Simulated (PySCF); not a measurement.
Geometry (Å), atoms numbered from 1 in this order:
```xyz
20

C    -0.4447   -0.1557   -1.5441
C    -0.6084   -0.1564   -0.0275
C    -0.9620   -1.5631    0.4569
C    -1.7125    0.8205    0.3803
P     0.9669    0.3683    0.8959
P     1.6360    2.0107   -0.3658
P     2.3352   -1.1390    0.1271
H    -0.2676    0.8551   -1.9142
H     0.3922   -0.7862   -1.8458
H    -1.3509   -0.5395   -2.0116
H    -0.1965   -2.2760    0.1450
H    -1.0385   -1.5876    1.5434
H    -1.9162   -1.8772    0.0364
H    -1.8151    0.8502    1.4641
H    -2.6651    0.5142   -0.0495
H    -1.4859    1.8266    0.0271
H     2.6687    2.3238    0.5179
H     0.7809    2.9218    0.2512
H     3.4499   -0.4757    0.6382
H     2.2286   -1.9242    1.2721
```

PySCF calculation with coordinates at the GFN2-xTB level and NMR shieldings at PBE0/pcSseg-1/GIAO; one conformer, gas phase, non-relativistic, rapidly exchanging positions averaged.

Scale: 13C (186.93 ppm) and 1H (31.72 ppm) against TMS; 31P (318.38 ppm) against H3PO4 (reference shieldings calculated alike).

```
                            atoms  nucleus  count  Hirshfeld charge  δ (ppm)
                         C1/C3/C4      13C      3             -0.13        ?
H8/H9/H10/H11/H12/H13/H14/H15/H16       1H      9              0.03        ?
                            P6/P7      31P      2              0.04   -221.4
                               C2      13C      1             -0.01     31.3
                  H17/H18/H19/H20       1H      4             -0.01     2.14
                               P5      31P      1              0.05    -67.3
```

Q: Estimate the values marked ?.

A: 
- C1/C3/C4: 29.5 ppm, methyl carbon; saturated and bonded to C and H only
- H8/H9/H10/H11/H12/H13/H14/H15/H16: 1.22 ppm, hydrogen on a methyl carbon

Shifts are as computed. Against solution values, carbons near 30 ppm lie about +3 ppm off and those near 130 ppm about +5 ppm. Of 1211 compounds with measured shifts, 218 miss one by over three times the rms of a fit or turn the order of signals round; such compounds aren't used in these exercises. Experimental scales use liquid or dissolved standards, which lie at an offset from isolated H3PO4.
